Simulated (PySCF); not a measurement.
# Peak assignment

Numbering as in the mapped SMILES `[CH3:1][O:2]/[CH:3]=[C:4](\[Cl:5])[C@H:6]1[O:7][C:8](=[O:9])[SiH2:10]1` (H(Xn): hydrogen on atom n). Ha(Si10) is cis to C4 on the ring; Hb(Si10) is trans to C4 on the ring.

PySCF 2.14 calculation with GFN2-xTB structure and shielding tensors at PBE0/pcSseg-1 (GIAO); non-relativistic Hamiltonian, averaged over atoms made equivalent by symmetry, fast rotation or ring inversion, gas phase, one computed conformer.

Shifts are taken against calculated references (same method and geometry level): 13C (σ = 186.93 ppm) and 1H (σ = 31.72 ppm) against TMS.

(1) Assign these signals to the numbered atoms. 13C{1H} NMR (computed): δ 180.6, 149.6, 117.2, 70.1, 60.9.

(2) Assign these signals to the numbered atoms. 1H NMR (600 MHz, computed): δ 6.69 (s, 1H), 5.38 (m, 1H), 5.02 (m, 1H), 4.83 (m, 1H), 3.92 (s, 3H).

## Answers

(1) 
180.6 → C8, carbonyl carbon
149.6 → C3, alkene carbon bearing oxygen: an sp2 carbon further deshielded by the attached heteroatom
117.2 → C4, β carbon of an enol-ether or enamine type C=C
70.1 → C6, allylic sp3 CH bonded to O and Si: the inductive effect lowers its shielding
60.9 → C1, methyl carbon bonded to O: deshielded by the electronegative neighbour

(2) 
| δ (ppm) | atoms | environment | reason |
| --- | --- | --- | --- |
| 6.69 | H(C3) | hydrogen on an alkene carbon bearing oxygen | olefinic region |
| 5.38 | Hb(Si10) | hydrogen on a silicon bonded to 2 C, in a 4-membered ring | – |
| 5.02 | Ha(Si10) | hydrogen on a silicon bonded to 2 C, in a 4-membered ring | – |
| 4.83 | H(C6) | hydrogen on an allylic sp3 CH bonded to O and Si | its carbon carries O, hence the downfield position |
| 3.92 | H(C1) | hydrogen on a methyl carbon bonded to O | its carbon carries O, hence the downfield position |

Carbons that carry Cl, above all several Cl atoms, come out too deshielded, partly because spin–orbit coupling is missing. Shifts are as computed. Against solution values, carbons near 30 ppm lie about +3 ppm off and those near 130 ppm about +5 ppm; carbons on Cl a further +6 ppm. Of 1211 compounds with measured shifts, 218 miss one by over three times the rms of a fit or turn the order of signals round; such compounds aren't used in these exercises. Multiplicities follow the n + 1 count of equivalent neighbours, as no J values were calculated; m marks all less simple cases, F and P coupling included.
